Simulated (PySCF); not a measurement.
Species: cyclopentanemethanol, C6H12O.
Numbering: `[OH:1][CH2:2][CH:3]1[CH2:4][CH2:5][CH2:6][CH2:7]1` (hydrogens: H8 on O1; H9, H10 on C2; H11 on C3; H12, H13 on C4; H14, H15 on C5; H16, H17 on C6; H18, H19 on C7)

Computed, not measured: PBE0-D3(BJ)/def2-SVP geometry optimisation, gas phase (PySCF 2.14.0).

Task: List the bond lengths, angles and torsions at this level.

Result: 
```tsv
bond	length (pm)	order
O1–C2	140.2	single
C2–C3	151.9	single
C3–C4	153.2	single
C4–C5	152.4	single
C5–C6	153.0	single
C6–C7	154.3	single
C3–C7	154.6	single
O1–H8	96.3	single
C2–H9, C2–H10	110.7	single
C3–H11	110.7	single
C4–H12, C7–H19	110.4	single
C4–H13, C7–H18	110.0	single
C5–H14, C6–H17	110.1	single
C5–H15, C6–H16	110.2	single
```

Bonds in one row agree within 1 pm and their mean is given. Orders are formal, as drawn. A selection of angles:
```tsv
angle	degrees
C2–O1–H8	107.8
O1–C2–C3	113.3
O1–C2–H9	106.3
O1–C2–H10	111.8
C3–C2–H9	109.0
H9–C2–H10	106.5
C2–C3–C4	114.3
C2–C3–H11	107.6
C4–C3–C7	104.9
C4–C3–H11	107.7
C3–C4–C5	103.4
C3–C4–H12	109.4
C3–C4–H13	113.0
C5–C4–H12	109.9
C5–C4–H13	114.3
H12–C4–H13	106.8
C4–C5–C6	103.0
C4–C5–H14	113.7
C4–C5–H15	109.6
C6–C5–H14	113.2
C6–C5–H15	110.2
H14–C5–H15	107.1
C5–C6–C7	105.2
C5–C6–H16	113.0
C5–C6–H17	109.3
C7–C6–H16	112.8
C7–C6–H17	110.0
C6–C7–H18	111.8
C6–C7–H19	111.0
C3–C7–C6	106.1
C3–C7–H18	111.0
C3–C7–H19	110.9
H18–C7–H19	106.1
```

Torsions: O1–C2–C3–C4 -57° (synclinal); C2–C3–C4–C5 -159° (antiperiplanar); C3–C4–C5–C6 42° (synclinal); C4–C5–C6–C7 -34° (synclinal); C5–C6–C7–C3 13° (synperiplanar); C2–C3–C7–C6 138° (anticlinal); H8–O1–C2–C3 -59° (synclinal). The mirror-image conformer, all signs reversed, is as good.

The 5-membered ring C3–C4–C5–C6–C7 has internal angles of 103.0° to 106.1° (sum 523°, against 540° for a flat polygon); it is puckered, 0.18 Å rms from its mean plane, widest ring torsion 42°. Of the pairs four or more bonds apart, H8···H11 is among the closest relative to their van der Waals radii: 2.45 Å, 102 % of the sum of Bondi's values. The 6 C–C bonds span 1.519 Å (C2–C3, drawn single) to 1.546 Å (C3–C7, drawn single), a spread of 0.027 Å.

Point group: C1 (no symmetry element, even within 0.4 Å). No frequency check. One conformer, not necessarily the lowest (H–O1–C2–C3 -59°, O1–C2–C3–C4 -57°, C2–C3–C4–C5 -159°, C3–C4–C5–C6 42°, C4–C5–C6–C7 -34°, C5–C6–C7–C3 13°).
